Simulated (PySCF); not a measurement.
CHBrClF, SMILES F[C@@H](Cl)Br.

Geometry optimised at PBE0-D3(BJ)/def2-SVP.

Two levels are set side by side: TDDFT-PBE/def2-SVPD (PySCF) and TDDFT-CAM-B3LYP/def2-SVPD (PySCF). Vertical, same geometry. The lowest singlet is HOMO→LUMO 97 % with PBE and HOMO→LUMO 89 % with the other functional; states are paired by order. Differences are taken from unrounded values.

| quantity | TDDFT-CAM-B3LYP | TDDFT-PBE | TDDFT-PBE minus TDDFT-CAM-B3LYP |
|---|---|---|---|
| lowest singlet excitation (eV) | 5.94 | 5.53 | -0.40 |
| lowest triplet excitation (TDA) (eV) | 5.23 | 4.91 | -0.32 |

A lower first singlet is the usual sign of a functional without exact exchange. Differences between two approximate levels are no errors against the true value.

Rough cost on one machine, each run with all the roots and properties that it gave: TDDFT-CAM-B3LYP against TDDFT-PBE about 7 times.
